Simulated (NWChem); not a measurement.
The numbers come from NWChem runs, not from measurements. System: H3BF2S, charge 1, spin multiplicity 2, at the geometry of a parent with another charge or spin, in a state set for the comparison that need not be this species' ground state. Its SCF solution wasn't tested for a lower state. Level: ROCCSD(T)/STO-3G, 8 core orbitals frozen.

Part of the output:

```
             Northwest Computational Chemistry Package (NWChem) 7.3.0
             --------------------------------------------------------

                                NWChem Input Module
                                -------------------

 Scaling coordinates for geometry "geometry" by  1.889725989
 (inverse scale =  0.529177249)

                             Geometry "geometry" -> ""
                             -------------------------

 Output coordinates in angstroms (scale by  1.889725989 to convert to a.u.)

  No.       Tag          Charge          X              Y              Z
 ---- ---------------- ---------- -------------- -------------- --------------
    1 B                    5.0000     1.09500700     0.79412100     0.06371000
    2 H                    1.0000     1.97092100     0.13122600     0.54285200
    3 F                    9.0000     0.33442100     1.56908100     0.81697200
    4 F                    9.0000     0.94247300     0.88030600    -1.24637400
    5 S                   16.0000    -0.99049800    -1.52272600     0.21277300
    6 H                    1.0000    -1.83742300    -0.57487500     0.67508800
    7 H                    1.0000    -1.25261100    -1.20782800    -1.07623800

 Effective nuclear repulsion energy (a.u.)     142.6175995945

            Nuclear Dipole moment (a.u.)
            ----------------------------
        X                 Y               Z
 ---------------- ---------------- ----------------
    -0.0000000000    -0.0000094486     0.0000037795


 Summary of "ao basis" -> "" (spherical)
 ------------------------------------------------------------------------------
       Tag                 Description            Shells   Functions and Types
 ---------------- ------------------------------  ------  ---------------------
 *                           sto-3g                   on all atoms

 Summary of "ao basis" -> "ao basis" (spherical)
 ------------------------------------------------------------------------------
       Tag                 Description            Shells   Functions and Types
 ---------------- ------------------------------  ------  ---------------------
 B                           sto-3g                  3        5   2s1p
 H                           sto-3g                  1        1   1s
 F                           sto-3g                  3        5   2s1p
 S                           sto-3g                  5        9   3s2p

                                 NWChem SCF Module
[...]
         Beta frozen cores :     8
     Alpha frozen virtuals :     0
      Beta frozen virtuals :     0
         Spin multiplicity : doublet
    Number of AO functions :    27
       Number of AO shells :    17
        Use of symmetry is : off
      Symmetry adaption is : off
         Schwarz screening : 0.10D-09

          Correlation Information
          -----------------------
          Calculation type : Coupled-cluster singles & doubles w/ perturbation
   Perturbative correction : (T)
            Max iterations :      100
        Residual threshold : 0.10D-05
     T(0) DIIS level shift : 0.00D+00
     L(0) DIIS level shift : 0.00D+00
     T(1) DIIS level shift : 0.00D+00
     L(1) DIIS level shift : 0.00D+00
     T(R) DIIS level shift : 0.00D+00
     T(I) DIIS level shift : 0.00D+00
   CC-T/L Amplitude update :  5-th order DIIS
                I/O scheme : Global Array Library
        L-threshold :  0.10D-05
        EOM-threshold :  0.10D-05
 no EOMCCSD initial starts read in
 TCE RESTART OPTIONS
 SLICE:      F
 D4D5:       F
 quantumc:   F
 qrotation:  F
 pwtce:      F
 qducc:      F
 nacto:                         0
 nrotv:                         0
 nrot:                          0

            Memory Information
            ------------------
          Available GA space size is     249035342 doubles
          Available MA space size is     104855892 doubles

 Maximum block size supplied by input
 Maximum block size        24 doubles

 tile_dim =     12

 -------------------------------------------------

 Global array virtual files algorithm will be used

 Parallel file system coherency ......... OK

 4-electron integrals stored in orbital form

 v2    file size   =            50419
 4-index algorithm nr.  13 is used
 imaxsize =       30
 imaxsize ichop =        0


CCSD iterations
 ---------------------------------------------------------
 Iter          Residuum       Correlation     Cpu    Wall
 ---------------------------------------------------------
    1   0.1186520149515  -0.1125764464532     0.1     0.1
    2   0.0452350215713  -0.1327875918245     0.1     0.1
    3   0.0529363618760  -0.1388922591305     0.1     0.1
    4   0.1263571176182  -0.1415783957414     0.0     0.0
    5   0.3216486618608  -0.1417720706040     0.1     0.1
    6   0.0030979688863  -0.1429128508075     0.0     0.0
    7   0.0014785877347  -0.1428420624368     0.1     0.1
    8   0.0021049299366  -0.1428744089705     0.1     0.1
    9   0.0049944180500  -0.1428824272337     0.0     0.0
   10   0.0128394965780  -0.1428932690366     0.1     0.1
   11   0.0001454894062  -0.1428916093292     0.0     0.0
   12   0.0000806020602  -0.1429056505178     0.1     0.1
   13   0.0000877969565  -0.1429121786397     0.0     0.0
   14   0.0002038590581  -0.1429147254358     0.1     0.1
   15   0.0004883491962  -0.1429152889602     0.1     0.1
   16   0.0000140729855  -0.1429178454575     0.0     0.0
   17   0.0000134132280  -0.1429164946475     0.1     0.1
   18   0.0000207950286  -0.1429164203311     0.0     0.0
   19   0.0000551954899  -0.1429161754187     0.1     0.1
   20   0.0001366054349  -0.1429164510026     0.1     0.1
   21   0.0000020205008  -0.1429160133663     0.0     0.0
   22   0.0000050691163  -0.1429161929266     0.1     0.1
   23   0.0000388027794  -0.1429162678479     0.0     0.0
   24   0.0003126212417  -0.1429162687345     0.1     0.1
   25   0.0025229118494  -0.1429163031879     0.1     0.1
   26   0.0000004092183  -0.1429163207051     0.1     0.1
 -----------------------------------------------------------------
 Iterations converged
 CCSD correlation energy / hartree =        -0.142916320705135
 CCSD total energy / hartree       =      -615.326573551652587

 Singles contributions

 Doubles contributions
 CCSD(T)
 Using plain CCSD(T) code
             total no. of tasks           20
 total no. of tasks / no. procs           20
                         wl_min          216           2.4
                         wl_max       373248           8.5
        thresh for no. of tasks           20

 CCSD[T]  correction energy / hartree =        -0.009107827044197
 CCSD[T] correlation energy / hartree =        -0.152024147749332
 CCSD[T] total energy / hartree       =      -615.335681378696790
 CCSD(T)  correction energy / hartree =        -0.007588361149406
 CCSD(T) correlation energy / hartree =        -0.150504681854541
 CCSD(T) total energy / hartree       =      -615.334161912801960

 Task  times  cpu:        2.4s     wall:        2.4s

 Total times  cpu:        2.4s     wall:        2.4s
```

### Question
Write an NWChem input that would produce this output.

### Answer
One answer among several that fit: 
```
start mol
memory heap 100 mb stack 700 mb global 1900 mb
charge 1
geometry units angstroms nocenter noautoz noautosym
  B      1.095007     0.794121     0.063710
  H      1.970921     0.131226     0.542852
  F      0.334421     1.569081     0.816972
  F      0.942473     0.880306    -1.246374
  S     -0.990498    -1.522726     0.212773
  H     -1.837423    -0.574875     0.675088
  H     -1.252611    -1.207828    -1.076238
end
basis spherical
  * library sto-3g
end
scf
  rohf
  nopen 1
  maxiter 100
  thresh 1e-7
  semidirect memsize 60000000 filesize 0
  # guess.movecs holds the orbitals of an unrestricted PBE0 run
  vectors input guess.movecs swap 18 21 output mol.movecs
end
tce
  freeze core 8
  ccsd(t)
  2eorb
  2emet 13
  thresh 1e-6
  maxiter 100
  tilesize 24
end
task tce energy
```
